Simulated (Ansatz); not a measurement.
The cluster Be₄O₃, relaxed as a singlet with RKS PBE0-D4/def2-SVP in Ansatz, starting from the GFN1-xTB geometry. Force threshold 0.02 eV/Å.

The restricted singlet is unstable towards broken spin symmetry in Hartree–Fock (as tested in another run); at PBE0-D4/def2-SVP this wasn't settled. Another isomer (singlet) lies 2.57 eV lower at PBE0-D4/def2-TZVP; other spin states weren't run for this one.

Start:

```xyz
7

Be   -0.249    1.207    0.947
Be    1.363   -0.623   -0.042
Be   -1.083   -1.023   -0.177
Be   -0.068    0.719   -0.914
O    -1.337    0.451    0.156
O     0.273   -1.582   -0.255
O     1.101    0.851    0.286
```

| step | energy (eV) | largest force component (eV/Å) | SCF passes |
| --- | --- | --- | --- |
| 1 | -7735.1316 | 1.833 | 18 |
| 2 | -7735.4466 | 0.773 | 22 |
| 3 | -7735.7186 | 0.388 | 26 |
| 4 (rejected) | -7735.5862 | 1.960 | 28 |
| 5 | -7735.7414 | 0.654 | 22 |
| 6 | -7735.7654 | 0.025 | 21 |
| 7 | -7735.7662 | 0.005 | 21 |

Force components are those of the run's own axes.

End:

```xyz
7

Be   -0.214    0.940    1.106
Be    1.249   -0.635    0.024
Be   -0.978   -0.999   -0.097
Be   -0.116    1.049   -1.019
O    -1.307    0.497   -0.033
O     0.288   -1.738   -0.075
O     1.077    0.887    0.095
```

By distances, no bond broke or formed. The bond that changes most is Be1–O5, from 1.54 to 1.64 Å (atoms count from 1).

No frequencies were taken in this run, so the end may be a saddle point.

Run time 4.7 s (4 threads of Arm Neoverse V2 on a shared host).
